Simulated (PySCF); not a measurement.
**Electron correlation in O- (oxygen, charge -1)**

[He] 2s2 2p5, 2P determinant. Computed with PySCF 2.14 in aug-cc-pVTZ-DK (5s4p3d2f, 46 functions), with scalar relativity by spin-free X2C-1e. Frozen: 1s2; 7 electrons correlated.

| level | correlation energy (mhartree) |
| --- | --- |
| CCSD | -226.97 |
| (T) | -8.83 |
| CCSD(T) | -235.80 |

Diagnostics: T1 = 0.023, D1 = 0.0456, largest double amplitude 0.042.

Cost of the coupled-cluster step: roughly 2.5 core-seconds, for 7 correlated electrons.

Iterations:

```
CC2 = 0
CCSD nocc = (np.int64(4), np.int64(3)), nmo = (45, 45)
frozen orbitals [[0], [0]]
max_cycle = 100
direct = 0
conv_tol = 1e-08
conv_tol_normt = 1e-06
diis_space = 8
diis_start_cycle = 0
Init t2, MP2 energy = -0.219272987523861
Init E_corr(UCCSD) = -0.219272987525548
cycle = 1  E_corr(UCCSD) = -0.219647545122692  dE = -0.000374557597  norm(t1,t2) = 0.0783743
cycle = 2  E_corr(UCCSD) = -0.225913659781806  dE = -0.00626611466  norm(t1,t2) = 0.0292165
cycle = 3  E_corr(UCCSD) = -0.225653072100504  dE = 0.000260587681  norm(t1,t2) = 0.0217704
cycle = 4  E_corr(UCCSD) = -0.226907383475324  dE = -0.00125431137  norm(t1,t2) = 0.00916234
cycle = 5  E_corr(UCCSD) = -0.226957801383585  dE = -5.04179083e-05  norm(t1,t2) = 0.00298587
cycle = 6  E_corr(UCCSD) = -0.226903205401333  dE = 5.45959823e-05  norm(t1,t2) = 0.00128692
cycle = 7  E_corr(UCCSD) = -0.226956336205547  dE = -5.31308042e-05  norm(t1,t2) = 0.000492002
cycle = 8  E_corr(UCCSD) = -0.226975381049561  dE = -1.9044844e-05  norm(t1,t2) = 0.0001379
cycle = 9  E_corr(UCCSD) = -0.226970673553585  dE = 4.70749598e-06  norm(t1,t2) = 7.46475e-05
cycle = 10  E_corr(UCCSD) = -0.226970799215493  dE = -1.25661907e-07  norm(t1,t2) = 2.73574e-05
cycle = 11  E_corr(UCCSD) = -0.226971296322406  dE = -4.97106913e-07  norm(t1,t2) = 9.69645e-06
cycle = 12  E_corr(UCCSD) = -0.226971137073903  dE = 1.59248503e-07  norm(t1,t2) = 2.36994e-06
cycle = 13  E_corr(UCCSD) = -0.226971110927559  dE = 2.6146344e-08  norm(t1,t2) = 5.06877e-07
cycle = 14  E_corr(UCCSD) = -0.226971095536505  dE = 1.53910536e-08  norm(t1,t2) = 2.08456e-07
cycle = 15  E_corr(UCCSD) = -0.226971097260408  dE = -1.7239026e-09  norm(t1,t2) = 9.33708e-08
UCCSD converged
E(UCCSD) = -75.07101878994909  E_corr = -0.226971097260408
UCCSD(T) correction = -0.00883403777731232
```
